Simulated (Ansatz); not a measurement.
A nudged elastic band was laid between two geometries of AlClH5NO2 (10 atoms, charge 0, multiplicity 1).

The calculation used RKS PBE-D4/def2-SVP in Ansatz 0.2.0.

```
movable images  : 5
climbing image  : yes
spring          : 5.0 eV/Å²
optimiser       : quadratic models (default)
start path      : through a guess of the saddle point
force threshold : 0.03 eV/Å
iteration limit : 60
end points      : relaxed
```

First end point:

```xyz
10
Properties=species:S:1:pos:R:3
Al 0.006 -0.292 0.262
N 0.062 -0.138 2.115
H -0.807 0.105 2.605
H 0.824 0.379 2.567
Cl 1.537 0.669 -0.867
O -1.573 -0.535 -0.400
H -1.891 -0.052 -1.176
O 0.525 -2.155 0.667
H -0.203 -2.777 0.465
H 0.382 -1.794 1.633
```

Last end point:

```xyz
10
Properties=species:S:1:pos:R:3
Al -0.045 -0.728 0.158
N 0.034 -0.238 2.109
H -0.849 0.228 2.360
H 0.818 0.392 2.326
Cl 1.605 0.371 -0.694
O -1.631 -0.062 -0.084
H -2.055 -0.062 -0.955
O 0.195 -2.441 0.332
H 0.655 -2.954 -0.349
H 0.134 -1.096 2.670
```

(1) What changes between the two ends?

(2) Give the energies along the band, and the barrier.

(3) What is the geometry of the highest image?

The band took 43 iterations and roughly 14 core-minutes.

Answers

(1) Bonds broken: O8–H10. Bonds formed: N2–H10.

(2) The run converged. The highest image is number 1 of 0 to 6, 0.006 eV above the first end and 0.835 eV above the last; the last end lies 0.829 eV below the first. The top lies less than 8 meV above the higher end, about what the thresholds resolve: that end is a shoulder or a very shallow well. A vibrational analysis at the climbing image gives one clearly imaginary mode, 350i cm⁻¹: a first-order saddle point. The orbitals stay closed-shell, which can raise the energy where a bond breaks towards radicals; this wasn't checked here.

| image | path coordinate (Å) | energy (eV) | O8–H10 (Å) | N2–H10 (Å) |
| --- | --- | --- | --- | --- |
| 0 | 0.00 | 0.000 | 1.04 | 1.75 |
| 1 | 0.26 | 0.006 | 1.11 | 1.53 |
| 2 | 0.75 | -0.445 | 1.61 | 1.11 |
| 3 | 1.25 | -0.711 | 2.03 | 1.04 |
| 4 | 1.74 | -0.805 | 2.31 | 1.03 |
| 5 | 2.24 | -0.829 | 2.58 | 1.03 |
| 6 | 2.73 | -0.829 | 2.70 | 1.03 |

(3) 
```xyz
10
Properties=species:S:1:pos:R:3:forces:R:3
Al -0.006 -0.339 0.211 -0.01 0.02 -0.01
N 0.084 -0.186 2.095 0.01 -0.02 -0.01
H -0.780 0.035 2.603 -0.01 0.01 0.00
H 0.850 0.334 2.538 0.00 0.00 0.00
Cl 1.528 0.640 -0.897 0.00 0.00 0.00
O -1.615 -0.467 -0.401 0.02 0.01 0.00
H -1.894 -0.012 -1.209 -0.01 0.00 0.00
O 0.506 -2.137 0.702 0.00 -0.01 -0.01
H -0.164 -2.829 0.547 0.00 0.00 0.01
H 0.353 -1.630 1.683 0.00 0.00 0.01
```

Run time: 6.9 min on 2 threads of Arm Neoverse V1, on a shared host, peak memory 0.14 GiB.
